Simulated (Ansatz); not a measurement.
A nudged elastic band was laid between two geometries of ClH + F2GeH2 (7 atoms, charge 0, multiplicity 1).

These are results of Ansatz, RKS PBE/def2-SVP, not measurements.

- movable images: 7
- climbing image: yes
- spring: 5.0 eV/Å²
- optimiser: quadratic models (default)
- start path: through a guess of the saddle point
- force threshold: 0.05 eV/Å
- iteration limit: 60
- end points: relaxed

Initial state:

```xyz
7
Properties=species:S:1:pos:R:3
Ge 0.279 0.160 0.032
H 0.843 0.485 1.426
F 1.605 -0.401 -0.958
H -0.512 1.196 -0.787
F -0.736 -1.289 0.189
Cl -2.643 0.388 1.868
H -2.146 -0.646 1.232
```

Final state:

```xyz
7
Properties=species:S:1:pos:R:3
Ge -0.675 -0.412 -0.407
H 0.511 1.305 2.318
F 0.849 -1.039 0.149
H -0.576 1.097 -0.678
F -1.005 -1.270 -1.883
Cl -2.189 -0.943 1.017
H -0.224 1.157 2.486
```

(1) Which bonds break or form, and what moves?

(2) What energy profile does the band end with?

(3) What is the geometry of the highest image?

Answers

(1) Bonds broken: Ge1–H2, Cl6–H7. Bonds formed: Ge1–Cl6, H2–H7. ClH + F2GeH2 becomes ClF2GeH + H2.

(2) The run converged. The highest image is number 4 of 0 to 8, 1.50 eV above the first end and 1.82 eV above the last; the last end lies 0.32 eV below the first. A structure lower than the last end lies on the path between it and the top, so the climb from that side starts below the end, which may itself be a saddle point or a shallow side well. Neighbouring images differ by up to 1.3 eV, so the band resolves the path poorly. A vibrational analysis at the climbing image gives one clearly imaginary mode, 883i cm⁻¹: a first-order saddle point. The orbitals stay closed-shell, which can raise the energy where a bond breaks towards radicals; this wasn't checked here.

| image | path coordinate (Å) | energy (eV) | Ge1–H2 (Å) | Cl6–H7 (Å) | Ge1–Cl6 (Å) |
| --- | --- | --- | --- | --- | --- |
| 0 | 0.00 | 0.00 | 1.54 | 1.31 | 3.46 |
| 1 | 0.88 | 0.11 | 1.54 | 1.30 | 3.44 |
| 2 | 1.77 | 0.19 | 1.54 | 1.30 | 3.41 |
| 3 | 2.65 | 0.40 | 1.56 | 1.31 | 3.09 |
| 4 | 3.54 | 1.50 | 1.79 | 1.69 | 2.50 |
| 5 | 4.67 | 0.22 | 2.59 | 2.33 | 2.19 |
| 6 | 5.80 | -0.29 | 3.32 | 3.04 | 2.14 |
| 7 | 6.93 | -0.33 | 3.57 | 3.66 | 2.14 |
| 8 | 8.06 | -0.32 | 3.43 | 3.23 | 2.14 |

(3) 
```xyz
7
Properties=species:S:1:pos:R:3
Ge -0.334 -0.037 -0.063
H 0.228 0.190 1.623
F 1.399 -0.239 -0.322
H -0.699 1.209 -0.882
F -0.848 -1.618 -0.572
Cl -2.344 0.170 1.402
H -0.710 0.219 1.816
```

Run time: 90 s on 2 threads of Intel(R) Xeon(R) Platinum 8488C (Sapphire Rapids) (shared host), peak memory 0.16 GiB.
